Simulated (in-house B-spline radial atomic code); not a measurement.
Inner levels of praseodymium as electrons are removed. A shift is the extra binding of the orbital against the neutral atom ([Xe] 4f3 6s2). Computed with an all-electron radial atomic-structure program (B-spline basis): non-relativistic Hartree-Fock, average of the configuration, point nuclei.

This level leaves out relativity, spin-orbit splitting included, which matters for heavy ions.

```
  ion  configuration  shift of 1s (eV)  radius of 1s (bohr)  Σ<r²> (bohr²)  change of density at nucleus (bohr⁻³)
Pr44+   [Ne] 3s2 3p3            2810.8             0.025721         0.4528                                 479.31
Pr45+   [Ne] 3s2 3p2                 ?                    ?              ?                                      ?
Pr46+   [Ne] 3s2 3p1            3096.2             0.025714        0.30806                                 670.48
Pr47+       [Ne] 3s2           3241.54              0.02571        0.23823                                 768.47
Pr48+       [Ne] 3s1           3377.15             0.025709        0.16313                               -1025.59
Pr49+   [He] 2s2 2p6           3514.16             0.025708       0.089506                               -2864.18
Pr50+   [He] 2s2 2p5            3853.9              0.02569       0.078322                               -2601.32
Pr51+   [He] 2s2 2p4           4197.78             0.025673       0.067473                               -2334.24
Pr52+   [He] 2s2 2p3           4545.78             0.025655       0.056944                               -2062.95
Pr53+   [He] 2s2 2p2            4897.9             0.025636       0.046726                               -1787.43
Pr54+   [He] 2s2 2p1                 ?                    ?              ?                                      ?
Pr55+       [He] 2s2           5614.41             0.025598       0.027176                               -1223.64
Pr56+       [He] 2s1           5924.52             0.025596       0.014338                               -8731.69
Pr57+            1s2                 ?                    ?              ?                                      ?
Pr58+            1s1           7236.09             0.025424     0.00086182                               -80304.3
```

(1) Fill in the row of Pr45+.

(2) Fill in the row of Pr54+.

(3) Fill in the row of Pr57+.

Answers

(1) shift of 1s (eV): 2952.62; radius of 1s (bohr): 0.025717; Σ<r²> (bohr²): 0.37957; change of density at nucleus (bohr⁻³): 574.09.

(2) shift of 1s (eV): 5254.11; radius of 1s (bohr): 0.025617; Σ<r²> (bohr²): 0.036807; change of density at nucleus (bohr⁻³): -1507.66.

(3) shift of 1s (eV): 6237.2; radius of 1s (bohr): 0.025586; Σ<r²> (bohr²): 0.0017472; change of density at nucleus (bohr⁻³): -16403.5.
